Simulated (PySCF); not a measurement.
Löwdin shares of the frontier orbitals

Compound: (F)3Zr-O-SiH3 (singlet state).
Geometry (PBE0-D3(BJ)/def2-SVP, Å), atoms numbered from 1 in this order:
```xyz
9
F3H3OSiZr angstrom
Zr    -1.557    0.361    0.708
F     -2.073   -0.937    2.000
F     -1.442    2.079    1.519
F     -2.861    0.385   -0.676
O      0.156   -0.082   -0.046
Si     1.648   -0.399   -0.731
H      2.570   -0.926    0.316
H      2.204    0.862   -1.301
H      1.487   -1.412   -1.815
```

The calculation used TDDFT wB97X-D/def2-SVPD, vertical, gas phase, core orbitals frozen in the response, def2 core potentials past Kr in PySCF 2.14.0, density-fitted response routines. Spin–orbit coupling is left out.

Frontier orbitals with the atoms that hold most of them (Löwdin shares over 4%, at most four atoms; ? is withheld):

| orbital | ε (eV) | atoms |
| --- | --- | --- |
| LUMO+2 | 0.88 | Zr1 68%, O5 7%, F3 6%, F2 6% |
| LUMO+1 | 0.82 | Zr1 69%, O5 7%, F4 6%, F3 6% |
| LUMO | ? | ? |
| HOMO | -11.36 | O5 31%, Si6 27%, H8 22%, H9 12% |
| HOMO-1 | -11.37 | O5 31%, Si6 28%, H7 22%, H9 12% |
| HOMO-2 | -13.40 | O5 48%, Si6 20%, H9 10%, F3 7% |
| HOMO-3 | -13.41 | O5 48%, Si6 20%, H7 9%, H8 7% |

(1) Give the leading atoms of the LUMO.

(2) What is the LUMO energy, and the HOMO–LUMO gap?

## Answers

(1) Zr1 (bonded to 3 F and O) 66%; Si6 (bonded to O and 3 H) 7%; O5 (bonded to Si and Zr) 7%; F2 (bonded to Zr) 5%.

(2) ε(LUMO) = 0.78 eV; the gap is 12.15 eV (0.4465 hartree).

Within 0.005 eV of a neighbour in this list lie HOMO-1/HOMO.

Problem. The HOMO–LUMO gap is 12.15 eV. Where does the response calculation put the lowest singlet, and from which orbitals?

Solution. S1 is at 7.57 eV (f = 0.0003), 4.58 eV below the gap, made of HOMO-1/HOMO→LUMO+1 (≥36%), HOMO-1/HOMO→LUMO (≥16%), HOMO-1/HOMO→LUMO+2 (≥11%). Its leading pair isn't HOMO and LUMO; the energies of that pair differ by 12.19 eV. Without the coupling terms of the response equations the lowest excitation would equal the gap.

Next come S2 at 7.66 eV (f 0.0043), HOMO-1/HOMO→LUMO (≥27%), HOMO-1/HOMO→LUMO+1 (≥20%), HOMO-1/HOMO→LUMO+2 (≥20%); S3 at 7.66 eV (f 0.0036), HOMO-1/HOMO→LUMO+1 (≥27%), HOMO-1/HOMO→LUMO (≥23%), HOMO-1/HOMO→LUMO+2 (≥18%); S4 at 7.74 eV (f 0.0007), HOMO-1/HOMO→LUMO (≥21%), HOMO-1/HOMO→LUMO+6 (≥18%), HOMO-1/HOMO→LUMO+2 (≥16%); S5 at 7.75 eV (f 0.0011), HOMO-1/HOMO→LUMO+2 (≥28%), HOMO-1/HOMO→LUMO (≥21%), HOMO-1/HOMO→LUMO+6 (≥18%).

Orbitals of the list HOMO-3 to LUMO+2 that lie within 0.01 eV of each other are written together with a slash and their weights summed (≥ marks a lower bound); for degenerate orbitals outside that list single weights are arbitrary.

Löwdin shares depend on the basis, the more so with diffuse functions.
